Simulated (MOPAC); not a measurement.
Input file for MOPAC: PM6 on AlF2H (SMILES [F][AlH][F]), a point of a bond scan (R = 2.466 Å).

```
PM6 1SCF PRECISE CHARGE=0 THREADS=1
AlF2H

Al    -0.29735585 1    -0.20000769 1    -0.23453486 1
H     -1.37591570 1    -0.92546933 1    -1.08523238 1
F     -0.18128465 1     2.26245810 1    -0.15964214 1
F      0.80236859 1    -1.04990625 1     0.64396034 1
```

It printed:

```
*******************************************************************************
 **                                                                           **
 **                              MOPAC v23.2.5                                **
 **                                                                           **
 *******************************************************************************
 ** MOPAC's Digital Object Identifier: https://doi.org/10.5281/zenodo.6511958 **
 **                                                                           **
 ** Please cite the open-source release paper for use of this MOPAC version:  **
 ** J. E. Moussa and J. J. P. Stewart (2026)                                  **
 ** MOPAC: An open-source semiempirical molecular orbital program             **
 ** J. Open Source Softw., 11(119), 8025, https://doi.org/10.21105/joss.08025 **
 *******************************************************************************

                              PM6 CALCULATION RESULTS

 *******************************************************************************
 *  PM6        - The PM6 Hamiltonian to be used
 *
 *
 *
 *                 CHARGE ON SYSTEM = 0
 *
 *
 *
 *  PRECISE    - TIGHTER CRITERIA TO BE USED
 *  1SCF       - DO 1 SCF AND THEN STOP
 *  THREADS=1  - MULTI-THREADING NOT USED
 *  T=         - A TIME OF 172800.0 SECONDS REQUESTED
 *  DUMP=N     - RESTART FILE WRITTEN EVERY 7200.0 SECONDS REQUESTED
 *******************************************************************************
PM6 1SCF PRECISE CHARGE=0 THREADS=1
 AlF2H

   ATOM   CHEMICAL          X               Y               Z
  NUMBER   SYMBOL      (ANGSTROMS)     (ANGSTROMS)     (ANGSTROMS)

     1      Al         -0.29735585  *  -0.20000769  *  -0.23453486  *
     2       H         -1.37591570  *  -0.92546933  *  -1.08523238  *
     3       F         -0.18128465  *   2.26245810  *  -0.15964214  *
     4       F          0.80236859  *  -1.04990625  *   0.64396034  *



          CARTESIAN COORDINATES

    NO.       ATOM           X           Y           Z

     1        Al         -0.2974     -0.2000     -0.2345
     2         H         -1.3759     -0.9255     -1.0852
     3         F         -0.1813      2.2625     -0.1596
     4         F          0.8024     -1.0499      0.6440

 General Reference for PM6:
 "Optimization of Parameters for Semiempirical Methods V: Modification of NDDO Approximations
 and Application to 70 Elements", J. J. P. Stewart, J. Mol. Mod., 13, 1173-1213 (2007)
 URL: https://link.springer.com/article/10.1007/s00894-007-0233-4

           Empirical Formula: H Al F2  =     4 atoms



      MOLECULAR POINT GROUP   :   Cs


      RHF CALCULATION, NO. OF DOUBLY OCCUPIED LEVELS = 9


 -------------------------------------------------------------------------------
 PM6 1SCF PRECISE CHARGE=0 THREADS=1
 AlF2H



     1SCF WAS SPECIFIED, SO BFGS WAS NOT USED
     SCF FIELD WAS ACHIEVED


                              PM6 CALCULATION
                                                       MOPAC v23.2.5 Linux




          FINAL HEAT OF FORMATION =        -64.33030 KCAL/MOL =    -269.15796 KJ/MOL


          COSMO AREA              =         96.26 SQUARE ANGSTROMS
          COSMO VOLUME            =         80.25 CUBIC ANGSTROMS

          IONIZATION POTENTIAL    =         10.205833 EV
          HOMO LUMO ENERGIES (EV) =        -10.206 -1.558
          NO. OF FILLED LEVELS    =          9
          MOLECULAR WEIGHT        =         65.9862         POINT GROUP:  Cs

          MOLECULAR DIMENSIONS (Angstroms)

            Atom       Atom       Distance
            F     4    F     3     3.54755
            F     3    H     2     2.55230
            H     2   Al     1     0.00000


          SCF CALCULATIONS        =          1





   ATOM   CHEMICAL          X               Y               Z
  NUMBER   SYMBOL      (ANGSTROMS)     (ANGSTROMS)     (ANGSTROMS)

     1      Al         -0.29735585  *  -0.20000769  *  -0.23453486  *
     2       H         -1.37591570  *  -0.92546933  *  -1.08523238  *
     3       F         -0.18128465  *   2.26245810  *  -0.15964214  *
     4       F          0.80236859  *  -1.04990625  *   0.64396034  *

                             CARTESIAN COORDINATES

   1   Al       -0.297355850    -0.200007690    -0.234534860
   2    H       -1.375915700    -0.925469330    -1.085232380
   3    F       -0.181284650     2.262458100    -0.159642140
   4    F        0.802368590    -1.049906250     0.643960340


           Empirical Formula: H Al F2  =     4 atoms



      MOLECULAR POINT GROUP   :   Cs


                  EIGENVALUES
 -40.58788 -33.42715 -16.93694 -16.04607 -16.04531 -14.66019 -11.16126 -11.16104
 -10.20583  -1.55819  -0.44776   2.18735   3.65082  85.05490  85.05816  85.35233
  86.51132  86.71825


              NET ATOMIC CHARGES AND DIPOLE CONTRIBUTIONS

  ATOM NO.   TYPE          CHARGE      No. of ELECS.   s-Pop       p-Pop       d-Pop
    1         Al           1.090142        1.9099     0.93647     0.93672     0.03667
    2          H           0.003172        0.9968     0.99683
    3          F          -0.741665        7.7417     1.99760     5.74406
    4          F          -0.351649        7.3516     1.96565     5.38600
 DIPOLE           X         Y         Z       TOTAL
 POINT-CHG.    -2.287    -7.348    -1.764     7.895
 HYBRID         0.545     0.990     0.426     1.208
 SUM           -1.742    -6.358    -1.338     6.727


          ATOMIC ORBITAL ELECTRON POPULATIONS

     Atom    s        px        py        pz      x^2-y^2     xz        z^2       yz        xy
    1 Al   0.93647   0.38199   0.29372   0.26101   0.00755   0.00963   0.00455   0.00619   0.00874
    2  H   0.99683
    3  F   1.99760   1.99733   1.74962   1.99711
    4  F   1.96565   1.75912   1.80226   1.82462

 **********************
 *                    *
 * JOB ENDED NORMALLY *
 *                    *
 **********************




 == MOPAC DONE ==
```

The run finished.

Cost: around 0.020 core-seconds (rough).
